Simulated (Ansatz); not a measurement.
Geometry optimisation, RKS PBE-D4/def2-SVP (Ansatz 0.2.0).

The input (input.yaml):

```yaml
crystal:
  periodic: [false, false, false]
  atoms:
    - { symbol: "N", position_ang: [-1.6036, -0.9274, 0.5318] }
    - { symbol: Si, position_ang: [-0.3618, -0.1451, -0.3318] }
    - { symbol: C, position_ang: [1.06, -1.2687, -0.562] }
    - { symbol: F, position_ang: [0.7541, -2.3969, -1.1826] }
    - { symbol: Si, position_ang: [0.4855, 1.7819, 0.6457] }
    - { symbol: Cl, position_ang: [-1.0142, 3.1778, 0.9387] }
    - { symbol: H, position_ang: [-1.8685, -1.7543, 0.0568] }
    - { symbol: H, position_ang: [-2.4475, -0.2824, 0.4499] }
    - { symbol: H, position_ang: [-0.9469, 0.2205, -1.6042] }
    - { symbol: H, position_ang: [1.5358, -1.5667, 0.431] }
    - { symbol: H, position_ang: [1.866, -0.8211, -1.1443] }
    - { symbol: H, position_ang: [1.5306, 2.4255, -0.1927] }
    - { symbol: H, position_ang: [1.0309, 1.5221, 1.9786] }
basis:
  gaussian: { orbitals: def2-SVP }
hamiltonian:
  xc: pbe
  dispersion: d4
relax:
  f_tol: 0.015
  max_steps: 40
```

Command:

```bash
$ ansatz run input.yaml --threads 2 --pin off --max-ram 3072MiB --backend cpu --events-out ev --progress --plain --runs-dir out
```

Task: Where does it end, and by what steps?

Result: It converged. After 16 steps the energy has fallen by 0.643 eV; Cl6 moved furthest, 0.60 Å.

```
step  energy less start (eV)  largest force component (eV/Å)  accepted
   0                  0.0000                           2.844       yes
   1                 -0.4880                           1.038       yes
   2                 -0.5775                           0.338       yes
   3                 -0.5202                           0.885        no
   4                 -0.6094                           0.182       yes
   5                 -0.6175                           0.094       yes
   6                 -0.6281                           0.213       yes
   7                 -0.6331                           0.153       yes
   8                 -0.6361                           0.093       yes
   9                 -0.6383                           0.049       yes
  10                 -0.6396                           0.093       yes
  11                 -0.6409                           0.072       yes
  12                 -0.6421                           0.046       yes
  13                 -0.6426                           0.038       yes
  14                 -0.6428                           0.057       yes
  15                 -0.6430                           0.023       yes
  16                 -0.6432                           0.013       yes
```

```xyz
13
Properties=species:S:1:pos:R:3
N -1.538 -0.716 0.449
Si -0.228 -0.084 -0.516
C 1.111 -1.446 -0.580
F 0.541 -2.569 -1.198
Si 0.426 1.848 0.659
Cl -1.391 2.780 1.175
H -1.963 -1.598 0.147
H -2.261 -0.053 0.746
H -0.532 0.293 -1.952
H 1.439 -1.728 0.446
H 2.012 -1.131 -1.155
H 1.242 2.828 -0.140
H 1.165 1.541 1.934
```

Whether the end is a true minimum wasn't checked by a vibrational analysis.

Run time: 61 s on 2 threads of Arm Neoverse V1 (shared host), peak memory 0.19 GiB.
